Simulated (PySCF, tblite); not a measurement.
Compound: C4H13NP2Si.
Geometry (GFN2-xTB, Å), atoms numbered from 1 in this order:
```
atom  x, y, z in Å
C1    -1.737    1.456    1.132
N2    -1.553    0.823   -0.157
C3    -0.850   -0.436   -0.049
C4    -0.679   -1.165   -1.386
C5     0.798   -1.569   -1.309
Si6    1.077   -0.268    0.084
P7     1.724    1.708   -0.803
P8     2.035   -0.928    2.031
H9    -2.300    0.837    1.847
H10   -2.259    2.403    0.998
H11   -0.752    1.651    1.562
H12   -2.457    0.681   -0.604
H13   -1.297   -1.097    0.711
H14   -1.361   -2.005   -1.521
H15   -0.834   -0.454   -2.196
H16    1.336   -1.462   -2.246
H17    0.916   -2.595   -0.968
H18    1.930    2.313    0.428
H19    0.420    2.155   -0.887
H20    3.105   -0.063    1.890
H21    2.728   -1.970    1.444
```

The calculation used PBE0/pcSseg-1 in PySCF (dipole) on a GFN2-xTB geometry, gas phase.

Masses are those of the commonest isotopes; rigid-rotor values at the optimised geometry. The values belong to one conformer with, in the numbering `[CH3:1][NH:2][C@H:3]1[CH2:4][CH2:5][Si:6]1([PH2:7])[PH2:8]`, C1–N2–C3–C4 178°, C5–Si6–P7–H -175° and 92°, C5–Si6–P8–H 120° and 27°, N2–C3–C4–C5 134°, C3–C4–C5–Si6 -18°, C4–C5–Si6–P7 -92°, N2–C3–Si6–C5 -130°.

What are A, B and C (GHz)?

Ia = 429.32, Ib = 581.03, Ic = 606.53 u·Å²; 505379 MHz·u·Å²/I gives 1177, 869.8 and 833.2 MHz, that is A = 1.1772, B = 0.8698, C = 0.8332 GHz.

What kind of rotor is it?

An asymmetric top. Ray's parameter κ = (2B − A − C)/(A − C) = -0.787; −1 is the prolate and +1 the oblate limit.

Is it planar, by Δ = Ic − Ia − Ib?

Not planar: Δ = Ic − Ia − Ib = -403.81 u·Å². For a rigid frame Δ = −2 Σ m c², so Σ m c² = 201.91 u·Å² lies off the ab plane: 38.94 from hydrogen and 162.96 from heavier atoms. The atom farthest from that plane is 2.87 Å away.

Give the other two planar moments, Paa and Pbb, and the rms extents of the mass along the axes.

Paa = Σ m a² = (Ib + Ic − Ia)/2 = 379.12 and Pbb = Σ m b² = (Ia + Ic − Ib)/2 = 227.41 u·Å². With the mass M = 165.03 u, the rms extents √(P/M) along a, b and c are 1.52, 1.17, 1.11 Å.

Which types of transition are allowed, and where do some lines up to J = 4 fall?

The dipole components are |μa| = 0.83 D, |μb| = 1.17 D, |μc| = 0.41 D. The squared components, which scale the intensities, stand as 0.50 : 1.00 : 0.12 (a : b : c). Some lines, for components of 0.1 D or more:

```csv
type,branch,"J(Ka,Kc)",MHz,lower level (cm⁻¹)
c,Q,"4(2,3) ← 4(1,3)",800,0.585
b,Q,"4(2,2) ← 4(1,3)",845,0.585
b,Q,"4(3,1) ← 4(2,2)",1595,0.613
c,Q,"3(3,1) ← 3(2,1)",1615,0.385
b,Q,"3(3,0) ← 3(2,1)",1615,0.385
a,R,"4(0,4) ← 3(0,3)",6783,0.340
a,R,"4(2,2) ← 3(2,1)",6839,0.385
a,R,"4(1,3) ← 3(1,2)",6879,0.355
b,R,"4(2,3) ← 3(1,2)",7679,0.355
b,R,"4(2,2) ← 3(1,3)",7943,0.348
b,R,"4(3,2) ← 3(2,1)",8433,0.385
```

Estimate the classical rotational partition function at 50 K, 298.15 K and 500 K.

Point group C1, symmetry number σ = 1; q = (√π/σ)·√((kT/h)³/(ABC)), k/h = 20836.6 MHz/K: 64500 at 50 K, 940000 at 298.15 K, 2040000 at 500 K.

Its GFN2-xTB frequencies are all real (lowest 31 cm⁻¹). No vibrational averaging or centrifugal distortion is included, and the geometry carries the error of its method. A rigid rotor knows nothing of inversion at nitrogen or internal rotation, which can split or shift real lines. Quadrupole hyperfine structure (14N) is left out.
